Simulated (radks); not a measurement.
Tb VI, 60 electrons, occupied as [Xe] 4f4 6s2 (not the ground configuration). Method: scalar-relativistic Kohn-Sham, r2SCAN, spin-polarised, spherical densities, finite nucleus; open shells are filled with parallel spins first (spin-orbit coupling, left out, can overturn this in heavy ions); meta-GGA in the generalised Kohn-Sham scheme; Fermi nuclear charge, rms radius 5.06 fm; computed with a radial shooting solver on a logarithmic mesh with Libxc functionals.

Normalised radial functions P(r) = r R(r), r in bohr:

| r | 5p up |
|---|---|
| 0.002153 | 0.0046 |
| 0.002871 | 0.0074 |
| 0.00386 | 0.0123 |
| 0.00519 | 0.0201 |
| 0.006922 | 0.0323 |
| 0.009307 | 0.0515 |
| 0.01241 | 0.0793 |
| 0.01669 | 0.1194 |
| 0.02226 | 0.1690 |
| 0.02993 | 0.2242 |
| 0.03991 | 0.2640 |
| 0.05366 | 0.2577 |
| 0.07157 | 0.1669 |
| 0.09623 | -0.0293 |
| 0.1283 | -0.2631 |
| 0.1726 | -0.3867 |
| 0.232 | -0.2142 |
| 0.3094 | 0.2125 |
| 0.416 | 0.5595 |
| 0.5549 | 0.3923 |
| 0.746 | -0.2797 |
| 0.995 | -0.9012 |
| 1.338 | -1.0091 |
| 1.784 | -0.6509 |
| 2.399 | -0.2451 |
| 3.199 | -0.0552 |
| 4.301 | -0.0057 |
| 5.737 | -0.0002 |
| 7.713 | 0.0000 |

5p up: eigenvalue -100.57 eV, 3 radial nodes at r = 0.0927, 0.271, 0.669 bohr, <r> = 1.32 bohr, 90 % of the charge inside 1.88 bohr.
